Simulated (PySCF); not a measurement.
# From computed data to an observable: oscillator strength and radiative lifetime

(1-methylcyclobutyl)silane (C5H12Si), SMILES CC1([SiH3])CCC1.

Geometry optimised at B3LYP-D3(BJ)/def2-SVP.

PySCF with TDA-PBE/def2-SVPD puts the first singlet state with f over 0.02 at 7.04 eV (vertical), with the transition dipole (-0.555, 0.484, 0.000) in atomic units.

Task: Find the oscillator strength, the wavelength and the radiative lifetime that this transition would have in vacuum if emission retraced absorption.

Result: 
|μ|² = 0.5423 au, so |μ| = 1.87 D. ΔE = 7.04/27.211 = 0.2587 hartree. f = (2/3) ΔE |μ|² = 0.094 (the program prints 0.094).
λ = 1239.84/7.04 = 176 nm; ν = 56781 cm⁻¹.
Einstein's coefficient A = 0.6670 ν² f s⁻¹ (ν in cm⁻¹) = 2.0e8 s⁻¹, so τ = 1/A = 5.0 ns. This state is S2; the lower singlet has f = 0.004. The figure is the radiative limit of this one transition; relaxation, internal conversion, crossing to triplets and a medium change what is measured.
